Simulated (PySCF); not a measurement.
MoO3, optimised at GFN2-xTB:

```xyz
4

Mo     0.1238    -0.0527    -0.0969
O      0.0735     0.6236    -1.6088
O      0.0569    -1.7072    -0.1610
O      1.4330     0.4766     0.7702
```

Method: PySCF energies (xtb for GFN2) plus ideal-gas RRHO corrections (1 bar). All species are closed-shell singlets. Mo: scalar-relativistic def2 core potential, no spin-orbit coupling. Strong static correlation: MoO3.

Q: List the harmonic frequencies (cm⁻¹, unscaled) at this level and at the other levels, each on its own geometry.

A: 
- GFN2-xTB: 199, 284, 284, 839, 839, 840
- PBE/def2-SVP: 264, 332, 332, 952, 952, 983
- PBE0/def2-TZVP: 259, 346, 346, 1002, 1002, 1046
